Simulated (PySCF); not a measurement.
Computed with PBE0-D3(BJ)/def2-TZVP (PySCF). Gas-phase values, no solvent. 

Reference species (SMILES): `C=[SiH]` (neutral, multiplicity 2).

```json
{
 "dipole_moment": "0.63 D"
}
```

Changed species: `[Br]` (radical fragment; the reference has radical fragment).

### Question
Give the shifts of the dipole moment.

### Answer
the dipole moment falls by 0.63 D, to 0.00 D.
